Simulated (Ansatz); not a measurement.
Geometry optimisation, RKS B3LYP-D4/def2-SVP (Ansatz).

The input (input.yaml):

```yaml
crystal:
  periodic: [false, false, false]
  atoms:
    - { symbol: Ge, position_ang: [-0.549558, 0.0, -0.449766] }
    - { symbol: H, position_ang: [0.176077, 0.0, 2.223334] }
    - { symbol: Cl, position_ang: [1.519516, 0.0, 0.079568] }
    - { symbol: Cl, position_ang: [-0.949941, 1.765889, -1.589324] }
    - { symbol: Cl, position_ang: [-0.949941, -1.765889, -1.589324] }
    - { symbol: F, position_ang: [-1.678854, 0.0, 0.823469] }
    - { symbol: H, position_ang: [-0.452899, 0.0, 2.565842] }
basis:
  gaussian: { orbitals: def2-SVP }
hamiltonian:
  xc: b3lyp
  dispersion: d4
relax:
  f_tol: 0.03
  max_steps: 50
output:
  orbitals: {}
```

Run as:

```bash
$ ansatz run input.yaml --threads 2 --pin off --max-ram 3072MiB --backend cpu --events-out ev --progress --plain --runs-dir out
```

Q: Where does it end, and by what steps?

A: The forces met the threshold. The force dipped under the threshold on the way, but the program's further checks kept it going. After 18 steps the energy has fallen by 0.348 eV; H2 moved furthest, 1.29 Å.

```json
{"step": "0", "energy less start (eV)": "0.0000", "largest force component (eV/Å)": "1.617", "accepted": "yes"}
{"step": "1", "energy less start (eV)": "-0.1881", "largest force component (eV/Å)": "0.519", "accepted": "yes"}
{"step": "2", "energy less start (eV)": "-0.2712", "largest force component (eV/Å)": "0.234", "accepted": "yes"}
{"step": "3", "energy less start (eV)": "-0.3065", "largest force component (eV/Å)": "0.315", "accepted": "yes"}
{"step": "4", "energy less start (eV)": "-0.3221", "largest force component (eV/Å)": "0.539", "accepted": "yes"}
{"step": "5", "energy less start (eV)": "-0.3307", "largest force component (eV/Å)": "0.429", "accepted": "yes"}
{"step": "6", "energy less start (eV)": "-0.3259", "largest force component (eV/Å)": "0.820", "accepted": "no"}
{"step": "7", "energy less start (eV)": "-0.3372", "largest force component (eV/Å)": "0.049", "accepted": "yes"}
{"step": "8", "energy less start (eV)": "-0.3400", "largest force component (eV/Å)": "0.078", "accepted": "yes"}
{"step": "9", "energy less start (eV)": "-0.3439", "largest force component (eV/Å)": "0.113", "accepted": "yes"}
{"step": "10", "energy less start (eV)": "-0.3406", "largest force component (eV/Å)": "0.473", "accepted": "no"}
{"step": "11", "energy less start (eV)": "-0.3455", "largest force component (eV/Å)": "0.025", "accepted": "yes"}
{"step": "12", "energy less start (eV)": "-0.3410", "largest force component (eV/Å)": "0.512", "accepted": "no"}
{"step": "13", "energy less start (eV)": "-0.3462", "largest force component (eV/Å)": "0.066", "accepted": "yes"}
{"step": "14", "energy less start (eV)": "-0.3466", "largest force component (eV/Å)": "0.110", "accepted": "yes"}
{"step": "15", "energy less start (eV)": "-0.3464", "largest force component (eV/Å)": "0.152", "accepted": "no"}
{"step": "16", "energy less start (eV)": "-0.3472", "largest force component (eV/Å)": "0.013", "accepted": "yes"}
{"step": "17", "energy less start (eV)": "-0.3475", "largest force component (eV/Å)": "0.008", "accepted": "yes"}
{"step": "18", "energy less start (eV)": "-0.3476", "largest force component (eV/Å)": "0.019", "accepted": "yes"}
```

```xyz
7
Properties=species:S:1:pos:R:3
Ge -0.551 0.000 -0.823
H 0.077 0.000 3.505
Cl 1.530 0.000 -0.359
Cl -1.104 1.762 -1.890
Cl -1.104 -1.762 -1.890
F -1.422 0.000 0.672
H -0.310 0.000 2.850
```

Whether the end is a true minimum wasn't checked by a vibrational analysis.

The run took 69 s on 2 threads of Arm Neoverse V1 (shared host), peak memory 0.28 GiB.
